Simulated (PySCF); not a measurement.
## Calculated data, H₃NSi₂

All values are calculated (PySCF 2.14.0). Calculation on a computer-drawn molecule: optimised geometry and harmonic frequencies of an isolated molecule of the commonest isotopes, restricted reference for singlets and unrestricted otherwise, frozen core in MP2.

```json
{"formula": "H3NSi2", "start_structure": {"atoms_angstrom": [["Si", 1.5157, 1.1396, 0.0525], ["N", 0.3764, -0.0823, 0.1801], ["Si", -1.0182, -0.8512, 0.5825], ["H", 2.4402, 0.2927, -0.9165], ["H", -1.0307, -1.7744, 1.7654], ["H", -2.2142, -0.8522, -0.1727]]}, "given": {"charge": 0, "multiplicity": 1, "method": "HF", "basis": "cc-pV(D+d)Z", "drawn_bonds_atom": [1, 2, 1, 3, 3], "drawn_bonds_other_atom": [2, 3, 4, 5, 6], "drawn_bonds_order": [1, 2, 1, 1, 1]}, "results": {"total_energy [hartree]": null, "rotational_constants [GHz]": null}}
```

Q: H₃NSi₂: total energy?
A: -634.0131 hartree

Q: H₃NSi₂: rotational constants?
A: 96.45, 3.065, 3.05 GHz

Further results for H₃NSi₂:

* convergence status largest gradient component: 7.938e-06 hartree/bohr

Optimised structure:
```xyz
6
H3NSi2
Si     1.5479     1.1102     0.0169
N      0.2892     0.0170     0.2576
Si    -0.9585    -0.8634     0.5937
H      2.4115     0.2585    -0.9143
H     -1.0235    -1.7875     1.7359
H     -2.1974    -0.8626    -0.1985
```

Modes:
```
frequency (cm⁻¹)  reduced mass (dalton)
           135.1                  4.629
           208.5                  5.569
           387.9                  1.034
           616.9                  9.046
           720.5                  1.176
           752.2                   1.25
           920.8                  1.155
            1082                  1.069
            1434                  13.79
            2050                  1.044
            2370                  1.056
            2371                  1.029
```
